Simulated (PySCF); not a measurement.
A structure optimised at PBE0-D3(BJ)/def2-TZVPD, used in a PySCF frequency run:

```
P
H 1 1.4274
H 1 1.4274 2 120.00
H 1 1.4274 2 120.00 3 -180.00
H 1 1.4812 2 90.00 3 -90.00
H 1 1.4812 2 90.00 5 180.00
```
Charge 0, spin multiplicity 1.

Q: Write its SMILES, formula and point group.

A: [H][P@TB7]([H])([H])([H])[H], H5P, D3h

Q: What are its rotational constants (standard atomic weights)?

A: 82.025, 67.354, 67.354 GHz
